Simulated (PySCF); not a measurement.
Structure with atom numbers: `[O:1]=[CH:2][O:3][c:4]1[cH:5][n:6][cH:7][n:8]1[SiH3:9]` (H(Xn): hydrogen on atom n).

GIAO PBE0/pcSseg-1 shifts (PySCF, gas phase, non-relativistic, equivalent atoms averaged), each against references optimised in the same way as the molecule (H2O, TMS, NH3).

On the GFN2-xTB geometry: O1 418.4, O3 232.7, C2 163.0, C4 148.6, C7 141.5, C5 126.3, N6 303.2, N8 170.9, Si9 -66.5, H(C2) 8.07, H(C5) 7.25, H(C7) 7.18, H(Si9) 5.20 ppm.

What changes on the PBE0-D3(BJ)/def2-SVP geometry?

Answers


```json
{"atoms": "O1", "δ (ppm)": "422.5", "change": "+4.1"}
{"atoms": "O3", "δ (ppm)": "235.8", "change": "+3.1"}
{"atoms": "C2", "δ (ppm)": "160.9", "change": "-2.1"}
{"atoms": "C4", "δ (ppm)": "147.2", "change": "-1.4"}
{"atoms": "C7", "δ (ppm)": "142.9", "change": "+1.4"}
{"atoms": "C5", "δ (ppm)": "124.2", "change": "-2.1"}
{"atoms": "N6", "δ (ppm)": "304.2", "change": "+1.0"}
{"atoms": "N8", "δ (ppm)": "175.7", "change": "+4.8"}
{"atoms": "Si9", "δ (ppm)": "-54.1", "change": "+12.4"}
{"atoms": "H(C2)", "δ (ppm)": "7.80", "change": "-0.27"}
{"atoms": "H(C5)", "δ (ppm)": "7.09", "change": "-0.16"}
{"atoms": "H(C7)", "δ (ppm)": "7.20", "change": "+0.02"}
{"atoms": "H(Si9)", "δ (ppm)": "5.04", "change": "-0.16"}
```

Part of each change is the reference's own: σ(H2O, O) goes from 336.1 to 334.6 ppm, σ(TMS, C) goes from 186.9 to 184.4 ppm, σ(NH3, N) goes from 267.7 to 265.7 ppm, σ(TMS, Si) goes from 349.2 to 352.0 ppm, σ(TMS, H) goes from 31.72 to 31.27 ppm.

Bonds between heavy atoms that differ most (equivalent bonds averaged): N8–Si9 1.783 → 1.809 Å, C7–N8 1.360 → 1.383 Å, C2–O3 1.305 → 1.323 Å, N8–C4 1.369 → 1.381 Å, C5–N6 1.355 → 1.364 Å. Mean change of bonds to hydrogen: C–H +0.014 Å, Si–H +0.026 Å.
